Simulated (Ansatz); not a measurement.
Cost and result for the atomization energy of `O[SiH2][InH][F]` (8 atoms, 7 bonds).

Z-matrix (Å, degrees):
```
Si
In 1 2.562
O 1 1.640 2 98.9
H 1 1.487 2 113.0 3 -118.6
H 1 1.487 2 113.0 3 118.6
F 2 2.015 1 88.6 3 0.0
H 2 1.707 1 161.5 3 -179.9
H 3 0.972 1 112.6 2 -0.0
```

Charge 0, multiplicity 1. Correlated methods include outer-core shells of In, which these sets cover unevenly. In: def2 effective core potential. The geometry is a stationary point of PBE0-D4/def2-TZVP. It is one conformer, not always the lowest. Program: Ansatz. All runs use 4 threads of an Intel Xeon Platinum 8488C on a shared host. Times are those of one run each, without the atoms' runs, and a repeat can differ threefold. Electronic energies, without spin–orbit coupling; frozen cores. CCSD(T)/CBS adds CCSD(T) − MP2 in def2-TZVPP to the MP2 limit, and its time is that of the two runs behind it. T1 = 0.015. With those shells the extrapolation isn't a true limit. B3LYP takes the VWN-RPA correlation (the form of Gaussian; ORCA's B3LYP/G). HSE06 is the plane-wave form, built on full-range PBE exchange.

CCSD(T)/CBS is a level of theory with its own doubt, some kJ/mol a heavy atom from the limit and from the frozen cores, so smaller differences don't rank the functionals.

```json
{"level": "ωB97X-V/def2-TZVPP", "functions": "210", "atomization (kcal/mol)": "581.2", "difference from CCSD(T)/CBS": "-0.4", "per bond": "-0.1"}
{"level": "CCSD(T)/CBS(def2)", "functions": "–", "atomization (kcal/mol)": "581.6", "difference from CCSD(T)/CBS": "0.0", "per bond": "0.0"}
{"level": "HSE06-D4/def2-TZVPP", "functions": "210", "atomization (kcal/mol)": "565.9", "difference from CCSD(T)/CBS": "-15.7", "per bond": "-2.3"}
{"level": "PBE-D4/def2-TZVPP (with forces)", "functions": "210", "atomization (kcal/mol)": "578.7", "difference from CCSD(T)/CBS": "-2.9", "per bond": "-0.4"}
{"level": "CCSD(T)/def2-TZVPP", "functions": "210", "atomization (kcal/mol)": "561.9", "difference from CCSD(T)/CBS": "-19.7", "per bond": "-2.8"}
{"level": "BHLYP-D4/def2-TZVPP", "functions": "210", "atomization (kcal/mol)": "553.0", "difference from CCSD(T)/CBS": "-28.6", "per bond": "-4.1"}
{"level": "r2SCANh-D4/def2-TZVPP", "functions": "210", "atomization (kcal/mol)": "572.3", "difference from CCSD(T)/CBS": "-9.3", "per bond": "-1.3"}
{"level": "CCSD(T)/def2-SVP", "functions": "92", "atomization (kcal/mol)": "527.7", "difference from CCSD(T)/CBS": "-53.9", "per bond": "-7.7"}
{"level": "revPBE-D4/def2-TZVPP", "functions": "210", "atomization (kcal/mol)": "562.2", "difference from CCSD(T)/CBS": "-19.4", "per bond": "-2.8"}
{"level": "MP2/def2-QZVPP", "functions": "386", "atomization (kcal/mol)": "582.2", "difference from CCSD(T)/CBS": "0.6", "per bond": "0.1"}
{"level": "r2SCAN-D4/def2-TZVPP (with forces)", "functions": "210", "atomization (kcal/mol)": "578.1", "difference from CCSD(T)/CBS": "-3.5", "per bond": "-0.5"}
{"level": "ωB97M-V/def2-TZVPP (with forces)", "functions": "210", "atomization (kcal/mol)": "577.8", "difference from CCSD(T)/CBS": "-3.8", "per bond": "-0.5"}
{"level": "B3LYP-D4/def2-TZVPP (with forces)", "functions": "210", "atomization (kcal/mol)": "571.0", "difference from CCSD(T)/CBS": "-10.6", "per bond": "-1.5"}
```

Q: Order the runs by time, with rough figures. (Estimate.)

A: Ansatz gave: revPBE-D4/def2-TZVPP 1.1 s; PBE-D4/def2-TZVPP (with forces) 1.6 s; BHLYP-D4/def2-TZVPP 1.8 s; HSE06-D4/def2-TZVPP 1.9 s; r2SCAN-D4/def2-TZVPP (with forces) 2.4 s; CCSD(T)/def2-SVP 2.4 s; r2SCANh-D4/def2-TZVPP 2.5 s; B3LYP-D4/def2-TZVPP (with forces) 2.6 s; ωB97X-V/def2-TZVPP 4 s; ωB97M-V/def2-TZVPP (with forces) 5.5 s; MP2/def2-QZVPP 9 s; CCSD(T)/def2-TZVPP 50 s; CCSD(T)/CBS(def2) 59 s.

From r2SCAN to r2SCAN0 (25 % exact exchange), in def2-TZVPP and without D4, the atomization energy moves by −14.0 kcal/mol: exact exchange takes away binding that semilocal exchange gives to molecules. At CCSD(T), def2-SVP lies −54.0 kcal/mol from the extrapolated value and def2-TZVPP −19.8 kcal/mol: correlation converges slowly with the basis, and small sets miss more of it in the bonded molecule than in its fragments. In def2-TZVPP, CCSD(T) changes the Hartree–Fock value by +157.7 kcal/mol (the triples alone add +9.1 kcal/mol) and MP2 by +166.0 kcal/mol; breaking electron pairs costs correlation energy, which Hartree–Fock lacks.

Spin–orbit coupling would lower the free In atoms strongly, and the atomization energy with them, by more than many differences here.
